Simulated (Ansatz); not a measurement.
Cl5Mo (SMILES [Cl][Mo]([Cl])([Cl])([Cl])[Cl]), doublet, at a GFN2-xTB geometry (such geometries of metal compounds can be far from the true shape) (core potentials on Mo). Base run: Ansatz (a program for electronic structure) with HF/def2-SVP.

Ansatz was given this input:
Ansatz 0.2 input:
```yaml
crystal:
  periodic: [false, false, false]
  atoms:
    - {symbol: Mo, position_ang: [0.00924330, -0.07548706, -0.04503038]}
    - {symbol: Cl, position_ang: [1.90161145, -0.15947901, -1.12922280]}
    - {symbol: Cl, position_ang: [1.03631193, -1.04911892, 1.83886530]}
    - {symbol: Cl, position_ang: [-1.02218561, 0.93375382, -1.90768418]}
    - {symbol: Cl, position_ang: [-1.71118297, -1.39568895, 0.20151672]}
    - {symbol: Cl, position_ang: [-0.22739119, 1.85703050, 1.10777647]}
basis:
  gaussian:
    orbitals: def2-SVP
hamiltonian:
  xc: hf
magnetization: {spin_polarized: true, initial_magnetization: 1}
```

The bond that is stretched is that between atoms 4 and 1. A test that says stable can miss a lower solution.

The base run was repeated with changes; each row names its change, and settings that it needs were set with it.

| change | ΔE vs base (mEh) | <S^2> | stability test says |
|---|---|---|---|
| base | 0.000 | 0.775 | minimum |
| spin_polarized = on; lower_state_search = off | 0.000 | 0.775 | undecided (no full test) |
| spin_polarized = on; lower_state_search = standard | 0.000 | 0.775 | minimum |
| bond × 1.25 | -9.772 | 1.796 | minimum |
| spin_polarized = on; lower_state_search = off; bond × 1.25 | 46.770 | 0.824 | undecided (no full test) |
| spin_polarized = on; lower_state_search = standard; bond × 1.25 | -9.772 | 1.796 | minimum |
| bond × 1.5 | -6.114 | 1.804 | minimum |
| spin_polarized = on; lower_state_search = off; bond × 1.5 | -6.114 | 1.804 | undecided (no full test) |
| spin_polarized = on; lower_state_search = standard; bond × 1.5 | -6.114 | 1.804 | minimum |
| bond × 1.8 | -2.329 | 1.807 | minimum |

On stretching, the SCF can end on different states; <S^2> shows the spin contamination of each.
